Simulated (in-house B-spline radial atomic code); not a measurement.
## Ionising Rh6+ with different functionals

Computed with an all-electron radial atomic-structure program (B-spline basis): non-relativistic Hamiltonian, point nucleus, spin-polarised at highest spin, spherical fractional occupations for the functionals, and exact exchange of hybrids averaged over the configuration. The ionisation energy is the difference of two self-consistent energies, [Kr] 4d3 → [Kr] 4d2, without Breit or QED terms; ε is the level of the shell that loses the electron (its least bound occupied spin orbital). There is no spin-orbit coupling in this Hamiltonian.

```csv
method,rung,ΔSCF (eV),-ε(4d) (eV)
PBE0,global hybrid,99.09,92.63
B3LYP,global hybrid,99.03,92.06
TPSSh,global hybrid,99.01,91.12
M06-2X,global hybrid,?,?
BHandHLYP,global hybrid,98.88,94.80
r2SCAN0,global hybrid,99.19,92.83
B97-1,global hybrid,?,?
HSE06,range-separated hybrid,99.06,92.18
wB97X,range-separated hybrid,98.76,94.93
CAM-B3LYP,range-separated hybrid,98.98,94.00
LC-wPBE,range-separated hybrid,99.10,95.48
```

**Question.** What does M06-2X give?

**Answer.** ΔSCF 98.76 eV, and -ε(4d) = 95.01 eV.

**Question.** What does B97-1 give?

**Answer.** ΔSCF 98.89 eV, and -ε(4d) = 92.01 eV.

**Question.** Among the functionals, which spreads more, the ΔSCF values or the orbital energies?

**Answer.** The orbital energies: ΔSCF values span about 0.44 eV and the orbital energies 4.36 eV; here energy differences depend much less on the functional than eigenvalues do.

**Question.** How do they compare with the NIST value?

**Answer.** NIST lists 97 eV ± 2 (tabulated theory, ground level to ground level). Errors run from +1.76 to +2.19 eV; all lie within about twice that uncertainty, so the table can't rank the methods.
